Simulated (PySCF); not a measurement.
# In (indium, neutral) across methods

[Kr] 4d10 5s2 6s1, 2S determinant (an excited configuration). Computed with PySCF 2.14 in dyall-av2z (22s16p12d, 130 functions), with the non-relativistic Hamiltonian (point nucleus).

```tsv
method	E (hartree)	mean ε 5s α (eV)	mean ε 5s β (eV)	mean ε 6s α (eV)	Σ⟨r²⟩ (bohr²)	⟨S²⟩
LDA	-5737.20	-10.562	-10.499	-1.592	98.21	0.750
UHF	-5740.05844	-12.659	-12.444	-2.392	102.1	0.750
PBE0	-5742.14	-11.032	-10.948	-1.927	100.2	0.750
M06	-5742.34	-11.685	-11.548	-1.632	101.6	0.751
HSE06	-5742.05	-10.708	-10.634	-1.667	100.2	0.750
r2SCAN	-5742.50	-10.327	-10.432	-1.603	100.1	0.751
PBE	-5741.99	-10.220	-10.164	-1.656	99.85	0.750
```

Estimate the same row for CAM-B3LYP.

E (hartree) = -5742.74; mean ε 5s α (eV) = -12.393; mean ε 5s β (eV) = -12.319; mean ε 6s α (eV) = -2.203; Σ⟨r²⟩ (bohr²) = 99.35; ⟨S²⟩ = 0.750.

A non-relativistic calculation at this Z misses sizeable relativistic shifts. The outer electron is Rydberg-like, and this basis confines it to a smaller radius and binds it less than a complete one would.
